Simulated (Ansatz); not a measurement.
Cost and result for the atomization energy of C3H2F4 (`FCC(F)=C(F)F`) (9 atoms, 8 bonds).

```xyz
9

F    -0.616   -0.492    1.715
C    -0.660    0.543    0.824
C     0.097    0.240   -0.423
F     0.054    1.258   -1.294
C     0.770   -0.848   -0.761
F     0.901   -1.916   -0.019
F     1.395   -0.974   -1.907
H    -1.706    0.751    0.570
H    -0.235    1.438    1.296
```

Charge 0, multiplicity 1. The structure was optimised at the PBE0-D4/def2-TZVP level. It is one conformer, not always the lowest. Program: Ansatz. All runs use 4 threads of a server CPU on a shared host. Times are those of one run each, without the atoms' runs, and a repeat can differ threefold. Electronic energies, without spin–orbit coupling; frozen cores. CCSD(T)/CBS adds CCSD(T) − MP2 in def2-TZVPP to the MP2 limit, and its time is that of the two runs behind it. T1 = 0.012. B3LYP takes the VWN-RPA correlation (the form of Gaussian; ORCA's B3LYP/G).

CCSD(T)/CBS is a level of theory with its own doubt, some kJ/mol a heavy atom from the limit and from the frozen cores, so smaller differences don't rank the functionals.

| level | functions | wall time |
| --- | --- | --- |
| PBE-D4/def2-TZVPP (with forces) | 245 | 3.3 s |
| PBE0-D4/def2-TZVPP | 245 | 3.4 s |
| r2SCAN-D4/def2-TZVPP (with forces) | 245 | 4.9 s |
| B3LYP-D4/def2-TZVPP (with forces) | 245 | 5.5 s |
| B2PLYP/def2-TZVPP | 245 | 7 s |
| ωB97X-V/def2-TZVPP | 245 | 8 s |
| ωB97M-V/def2-TZVPP (with forces) | 245 | 11 s |
| MP2/def2-QZVPP | 459 | 23 s |
| CCSD(T)/def2-TZVPP | 245 | 3.5 min |
| CCSD(T)/CBS(def2) | – | 3.8 min |

Question: What atomization energy does each give, and how far from CCSD(T)/CBS? (Estimate.)

Answer: Ansatz gave: 
| level | atomization (kJ/mol) | difference from CCSD(T)/CBS | per bond |
| --- | --- | --- | --- |
| PBE-D4/def2-TZVPP (with forces) | 3902.3 | 210.0 | 26.2 |
| PBE0-D4/def2-TZVPP | 3747.4 | 55.1 | 6.9 |
| r2SCAN-D4/def2-TZVPP (with forces) | 3736.7 | 44.4 | 5.5 |
| B3LYP-D4/def2-TZVPP (with forces) | 3692.2 | -0.1 | 0.0 |
| B2PLYP/def2-TZVPP | 3663.1 | -29.2 | -3.7 |
| ωB97X-V/def2-TZVPP | 3715.8 | 23.5 | 2.9 |
| ωB97M-V/def2-TZVPP (with forces) | 3719.9 | 27.6 | 3.4 |
| MP2/def2-QZVPP | 3807.1 | 114.8 | 14.3 |
| CCSD(T)/def2-TZVPP | 3587.5 | -104.8 | -13.1 |
| CCSD(T)/CBS(def2) | 3692.3 | 0.0 | 0.0 |

In def2-TZVPP, CCSD(T) changes the Hartree–Fock value by +1068.1 kJ/mol (the triples alone add +83.2 kJ/mol) and MP2 by +1225.5 kJ/mol; breaking electron pairs costs correlation energy, which Hartree–Fock lacks. The D4 term adds +24.3 kJ/mol with B3LYP and +12.7 kJ/mol with PBE0; it sums over pairs of atoms, weighted by their polarisabilities, and B3LYP, whose exchange is more repulsive, gets the larger term. From PBE to PBE0 (25 % exact exchange), in def2-TZVPP and without D4, the atomization energy moves by −152.3 kJ/mol: exact exchange takes away binding that semilocal exchange gives to molecules.
